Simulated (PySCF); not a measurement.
# Rb⁺ (rubidium, charge +1) across methods

[Kr], closed-shell 1S. Computed with PySCF 2.14 in aug-cc-pwCVTZ-X2C, with the spin-free X2C one-electron Hamiltonian (Gaussian nucleus).

| method | E (hartree) | mean ε 3d (eV) | mean ε 4s (eV) | mean ε 4p (eV) | Σ⟨r²⟩ (bohr²) | ⟨S²⟩ |
| --- | --- | --- | --- | --- | --- | --- |
| UHF | -2979.01144 | -131.82 | -48.074 | -27.467 | 31.44 | 0.000 |
| PBE | -2980.49 | -110.05 | -37.609 | -21.642 | 31.37 | 0.000 |
| PBE0 | -2980.56 | -115.79 | -40.534 | -23.383 | 31.29 | 0.000 |
| LDA | -2976.84 | -110.40 | -37.765 | -21.784 | 31.37 | 0.000 |
| wB97X-V | -2980.64 | -117.58 | -43.319 | -25.926 | 31.34 | 0.000 |
| r2SCAN | -2980.85 | -111.71 | -38.679 | -22.154 | 31.23 | 0.000 |
| B3LYP | -2980.91 | -114.75 | -39.976 | -23.028 | 31.42 | 0.000 |
| wB97M-V | -2980.64 | -118.02 | -43.187 | -25.782 | 31.43 | 0.000 |
